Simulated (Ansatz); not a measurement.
```yaml
crystal:
  periodic: [false, false, false]
  atoms:
    - {symbol: N, position_ang: [-3.033858, 2.823476, 5.118976]}
    - {symbol: C, position_ang: [-2.808894, 2.216335, 4.225265]}
    - {symbol: B, position_ang: [-2.033408, 1.153655, 3.306820]}
    - {symbol: C, position_ang: [-1.304168, 2.719575, 2.003797]}
    - {symbol: N, position_ang: [-0.551159, 3.074682, 1.381508]}
    - {symbol: C, position_ang: [-2.775542, 0.669593, 2.051011]}
    - {symbol: N, position_ang: [-3.522706, -0.392394, 1.527378]}
    - {symbol: C, position_ang: [-1.065361, 0.461024, 3.734669]}
    - {symbol: N, position_ang: [-0.064947, -0.344022, 3.945602]}
    - {symbol: C, position_ang: [-0.362231, -4.506035, -0.917187]}
    - {symbol: C, position_ang: [0.646041, -3.595000, -1.016409]}
    - {symbol: C, position_ang: [1.060346, -2.395333, -0.929487]}
    - {symbol: C, position_ang: [-0.234207, -1.836853, -0.333480]}
    - {symbol: S, position_ang: [-0.193041, -0.034394, 0.336062]}
    - {symbol: C, position_ang: [-0.482628, 0.849985, -1.338259]}
    - {symbol: C, position_ang: [-2.117349, 0.860366, -0.936579]}
    - {symbol: C, position_ang: [-2.376468, 1.485200, -2.535564]}
    - {symbol: C, position_ang: [-1.772078, 2.343973, -3.802630]}
    - {symbol: C, position_ang: [0.149825, 1.738400, -3.144615]}
    - {symbol: C, position_ang: [0.186891, 1.393980, -2.121800]}
    - {symbol: O, position_ang: [1.372611, 1.391578, -1.831573]}
    - {symbol: C, position_ang: [2.033597, 0.890964, -0.701478]}
    - {symbol: C, position_ang: [3.582013, 1.153063, -0.649488]}
    - {symbol: C, position_ang: [4.099343, 0.858521, 0.614132]}
    - {symbol: C, position_ang: [3.552040, 0.359071, 1.627544]}
    - {symbol: C, position_ang: [2.376476, 0.014674, 1.600218]}
    - {symbol: C, position_ang: [1.406414, 0.461054, 0.369585]}
    - {symbol: C, position_ang: [-1.256687, -2.249365, -0.077745]}
    - {symbol: C, position_ang: [-1.600802, -3.759166, -0.112923]}
    - {symbol: H, position_ang: [-0.426648, -5.407488, -1.337360]}
    - {symbol: H, position_ang: [1.504649, -4.234369, -1.722017]}
    - {symbol: H, position_ang: [2.042364, -1.766186, -1.200340]}
    - {symbol: H, position_ang: [-2.854562, 0.512959, -0.538943]}
    - {symbol: H, position_ang: [-3.936165, 1.664524, -2.741932]}
    - {symbol: H, position_ang: [-1.874028, 2.570239, -4.322500]}
    - {symbol: H, position_ang: [0.873733, 2.325347, -4.109995]}
    - {symbol: H, position_ang: [4.204613, 1.846972, -1.802284]}
    - {symbol: H, position_ang: [5.066126, 1.142170, 0.306497]}
    - {symbol: H, position_ang: [4.031548, 0.381985, 2.652100]}
    - {symbol: H, position_ang: [1.936141, -0.258792, 2.436547]}
    - {symbol: H, position_ang: [-2.161387, -1.999485, 0.559063]}
    - {symbol: H, position_ang: [-2.405221, -4.564267, -0.098690]}
basis:
  gaussian: {orbitals: 6-31G}
total_charge: -1
magnetization: {spin_polarized: true, initial_magnetization: 1}
hamiltonian: {xc: {name: B97}}
scf: {omitted_lower_state_checks: [starts]}
output: {forces: true}
```

```sh
$ ansatz run in.yaml --threads 2 --pin off --events-out ev --progress --plain --max-ram 32768MiB --backend cuda --devices 0, --max-vram 18GiB
```

Output, abridged:

```
Functional definition: B97
4076 factors; integrals over basis functions are off by at most 2.7e-4 eV
mean field evaluation 1: about -42423.3112 eV, gradient 8.2e1 eV
mean field evaluation 2: about -42127.8205 eV, gradient 2.1e2 eV
mean field evaluation 4: about -42456.0280 eV, gradient 2.4e1 eV
mean field evaluation 8: about -42459.4958 eV, gradient 4.7e0 eV
mean field evaluation 16: about -42460.6627 eV, gradient 2.8e-1 eV
mean field evaluation 32: about -42460.6673 eV, gradient 7.0e-3 eV
mean field -42460.66729558 eV, -1560.4007422386 hartree, gradient 1.9e-5 eV, S^2 0.821903; 0 other end points of the search recorded, 0 dependent functions left out
reference -42460.66733285 eV, -1560.4007436081 hartree; 102, 101 occupied and 189, 190 virtual orbitals, 4076 factors
Total energy: -42460.66733285 eV, -1560.4007436081 hartree
Atom 0 force    -2.749252     6.349194     8.548446 eV/Å
Atom 1 force     3.128108    -7.402291    -8.131604 eV/Å
Atom 2 force   -11.291061    12.176167    -6.194316 eV/Å
Atom 3 force   -18.009670   -10.328500    16.770461 eV/Å
Atom 4 force    18.498104     9.285825   -15.622289 eV/Å
Atom 5 force    -7.628064   -10.746383    -3.594613 eV/Å
Atom 6 force     6.054157     9.045801     3.893064 eV/Å
Atom 7 force    18.785579   -14.105033     6.200828 eV/Å
Atom 8 force    -7.119240     5.770013    -1.172615 eV/Å
Atom 9 force    -6.139089     7.316585     5.860969 eV/Å
Atom 10 force     6.516778   -10.400622    -6.765530 eV/Å
Atom 11 force    -1.753816     8.318761     2.565711 eV/Å
Atom 12 force    22.462171    10.684158    -4.688747 eV/Å
Atom 13 force    -0.883191     0.955147    -0.892278 eV/Å
Atom 14 force   -21.347811   -11.379402    19.067116 eV/Å
Atom 15 force    13.675620     8.450929   -15.681741 eV/Å
Atom 16 force    -5.578188     3.798886    -3.045342 eV/Å
Atom 17 force    22.058283   -47.999795   104.817767 eV/Å
Atom 18 force    -6.978239    16.826446   -40.834304 eV/Å
Atom 19 force     4.317488    -2.756935    15.219669 eV/Å
Atom 20 force    17.667124    -0.557776     5.611882 eV/Å
Atom 21 force     4.172031     3.484258    -3.863128 eV/Å
Atom 22 force    -4.251756     0.742811    -2.491644 eV/Å
Atom 23 force     6.087041     5.183294   -11.804812 eV/Å
Atom 24 force     6.407173    -0.429128     9.088619 eV/Å
Atom 25 force   -11.828674    -0.021335    -5.536087 eV/Å
Atom 26 force     5.597340    -3.421678     6.371967 eV/Å
Atom 27 force   -24.019909   -13.771411     7.556523 eV/Å
Atom 28 force     5.181774    -3.631762    -5.000228 eV/Å
Atom 29 force     0.030082    -3.682397    -1.353445 eV/Å
Atom 30 force    -1.295176     1.150427     1.676094 eV/Å
Atom 31 force    -2.662045    -1.924834     0.690583 eV/Å
Atom 32 force    -8.380636    -4.769365     5.186802 eV/Å
Atom 33 force     3.599922    -0.629751     0.642446 eV/Å
Atom 34 force   -19.621742    41.302141   -95.787886 eV/Å
Atom 35 force    -1.895797    -2.416233     4.110711 eV/Å
Atom 36 force    -2.039053    -2.544802     4.144125 eV/Å
Atom 37 force     2.584899     0.117795     2.182851 eV/Å
Atom 38 force     0.124769    -0.469131    -1.286140 eV/Å
Atom 39 force    -2.830530    -1.756390     3.770159 eV/Å
Atom 40 force     1.440755     1.867888    -0.915767 eV/Å
Atom 41 force    -0.086257     2.318428     0.685725 eV/Å
Dipole moment:     2.035952    -1.851523    -0.901397 e Å
Checks for a lower state left out: starts
```

Run time 36 s (2 threads of AMD EPYC 7R13 on a shared host and a share (18 GiB) of an NVIDIA H100 80GB HBM3), peak host memory 2.1 GiB.

The highest occupied level of an anion often lies above zero with these methods, and sets without diffuse functions describe the outer electron poorly.

The dipole of an ion depends on the origin.
